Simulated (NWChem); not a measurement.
Species: C2H6OSi; SMILES [SiH2]1COC1

```xyz
10

C      0.1236    -1.1371     0.4613
O     -0.0923     0.0000     1.3321
C      0.1236     1.1371     0.4613
Si    -0.0322     0.0000    -1.0755
H     -0.6384    -1.9251     0.6426
H      1.1329    -1.5932     0.6073
H      1.1329     1.5932     0.6073
H     -0.6384     1.9251     0.6426
H     -1.3811     0.0000    -1.7440
H      1.0404     0.0000    -2.1343
```
Atoms are numbered in this order, from 1.

Computed with NWChem. Structure relaxed at the PBE-D3(BJ)/def2-SVP level. Level: PBE/def2-SVP with SMD (1 M gas to 1 M solution), gas-phase geometry. Reactions with the solvent are ignored.

| solvent | dielectric constant | solvation free energy (kcal/mol) | cavity-dispersion-structure term (kcal/mol) | dipole in solution (D) |
|---|---|---|---|---|
| water | 78.4 | -0.7 | 3.2 | 1.88 |
| toluene | 2.37 | -1.8 | -0.6 | 1.50 |
| ethylene glycol | 40.2 | -0.6 | 3.2 | 1.87 |
| methanol | 32.6 | -2.7 | 1.1 | 1.87 |
| chloroform | 4.71 | -2.1 | -0.1 | 1.60 |
